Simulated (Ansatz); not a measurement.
One change: `[SiH3][Al]([Cl])[Cl]` becomes `[SiH3][O][Al]([Cl])[Cl]`.

Ansatz, PBE0-D4/def2-TZVP geometries, multiplicity 1. Each molecule was computed in one conformer, which needn't be the lowest.

| property | `[SiH3][Al]([Cl])[Cl]` |
| --- | --- |
| size of the dipole moment (ωB97M-V/def2-TZVPP) / D | 1.43 |
| LUMO energy (ωB97M-V/def2-TZVPP) / eV | -0.13 |
| HOMO–LUMO gap (ωB97M-V/def2-TZVPP) / eV | 10.16 |
| HOMO–LUMO gap (PBE/def2-TZVPP) / eV | 4.59 |
| LUMO energy (PBE0/def2-TZVPP) / eV | -1.86 |
| HOMO energy (B3LYP/def2-TZVPP) / eV | -8.10 |

Task: Give the same properties after the change, and the shifts. (Estimate.)

Result: Ansatz gave: 
```json
{"property": "size of the dipole moment (ωB97M-V/def2-TZVPP) / D", "`[SiH3][O][Al]([Cl])[Cl]`": "0.88", "shift": "-0.55"}
{"property": "LUMO energy (ωB97M-V/def2-TZVPP) / eV", "`[SiH3][O][Al]([Cl])[Cl]`": "0.57", "shift": "0.70"}
{"property": "HOMO–LUMO gap (ωB97M-V/def2-TZVPP) / eV", "`[SiH3][O][Al]([Cl])[Cl]`": "11.85", "shift": "1.69"}
{"property": "HOMO–LUMO gap (PBE/def2-TZVPP) / eV", "`[SiH3][O][Al]([Cl])[Cl]`": "5.58", "shift": "0.99"}
{"property": "LUMO energy (PBE0/def2-TZVPP) / eV", "`[SiH3][O][Al]([Cl])[Cl]`": "-1.11", "shift": "0.75"}
{"property": "HOMO energy (B3LYP/def2-TZVPP) / eV", "`[SiH3][O][Al]([Cl])[Cl]`": "-8.75", "shift": "-0.65"}
```

With PBE0 the HOMO falls by 0.68 eV and the LUMO rises by 0.75 eV, so the gap widens by about 1.43 eV. PBE moves the HOMO by -0.37 eV and ωB97M-V by -0.98 eV. Dipoles are sizes alone; their direction can turn.

B3LYP here is the variant with VWN-RPA as its local correlation; programs differ in this.
